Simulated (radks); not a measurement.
All-electron atom: Li III in 1s1.

Calculated with a radial shooting solver on a logarithmic mesh with Libxc functionals: non-relativistic Kohn-Sham, B86b exchange with PBE correlation, spin-polarised, spherical densities, point nucleus; open shells are filled with parallel spins first.

Energy parts (Ry):
part                     energy
total                  -8.99228
kinetic                 8.98000
electron-nucleus      -17.97863
Hartree                 1.86464
exchange-correlation   -1.85829

Orbitals (lengths in bohr, moments of r in powers of bohr):
orbital	occ.	eigenvalue (Ry)	<r^2>
1s up	1	-7.63489	0.3412

The highest occupied level is 1s up at -103.88 eV. Spin moment in Bohr magnetons: 1. Virial ratio -V/T = 2.00137. For comparison, the ionisation energy in NIST's Atomic Spectra Database is 122.45 eV (theoretical). In exact Kohn-Sham theory the highest level is minus the ionisation energy, but local and semilocal functionals leave it too shallow, through self-interaction and a potential that decays too fast; potentials with the right tail come closer. The spin density at the nucleus is 8.728 e/bohr^3 (1s 8.728), a Fermi contact field of 458 T. The electron density at the nucleus is 8.728 e/bohr^3. The density falls to 0.001 e/bohr^3 at r = 1.53 bohr.
